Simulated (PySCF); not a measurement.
Bond energies at CCSD(T)/def2-SVP beside a composite method

PySCF, lowest determinants of a PBE0 search. The composite is CCSD(T) extrapolated to the basis-set limit from two correlation-consistent sets, with core-valence (CV) and scalar-relativistic (SR) terms as its label shows; it has no spin–orbit coupling and nothing beyond (T).

```tsv
species	state (unpaired electrons)	De CCSD(T) (eV)	De composite (eV)	composite	dissociates to
PbI	doublet (π ↑)	2.52	2.88	CCSD(T)/CBS(DT)	Pb + I
Ca2	singlet (closed shell)	0.12	0.11	CCSD(T)/CBS(DT)	Ca + Ca
SnH	doublet (π ↑)	2.42	2.71	CCSD(T)/CBS(DT)	Sn + H
CsK	singlet (closed shell)	0.45	0.50	CCSD(T)/CBS(DT)	Cs + K
IBr	singlet (closed shell)	1.65	2.17	CCSD(T)/CBS(TQ)	I + Br
SbI	triplet (π ↑↑)	1.75	2.20	CCSD(T)/CBS(DT)	Sb + I
HCl⁺	doublet (π ↑)	4.41	4.83	CCSD(T)/CBS(TQ)+CV+SR	H + Cl⁺
Te2	triplet (π ↑↑)	2.34	2.92	CCSD(T)/CBS(TQ)	Te + Te
```

Does CCSD(T) bind more or less than the composite, by how much on average, and where is the difference largest?

CCSD(T)/def2-SVP binds less on average, method and basis taken together: the mean signed difference is -0.33 eV and the mean absolute one 0.34 eV; it is largest for Te2 (-0.58 eV).

The molecules are drawn from runs that passed checks on state, spin purity and fit, so the hardest cases are missing and the errors look smaller than over all diatomics.

Correlated steps freeze the inner cores (4 to 28 orbitals); shallow outer-core shells are correlated. UHF and ROHF references stand side by side, which adds small steps between rows. Weak bonds: Ca2, CsK. Basis-set superposition, not corrected here, can be much of De in a small basis, most of all at correlated wavefunction levels. Spin–orbit coupling is left out, which matters for elements this heavy, above all for dissociation energies. For an ion De counts to the pair picked by the measured ionisation energies or electron affinities, which need not be the lowest pair at this level. Where the molecule has an RHF reference, its open-shell atoms are computed with UHF. States were picked by a PBE0 search and need not be the measured ground states.
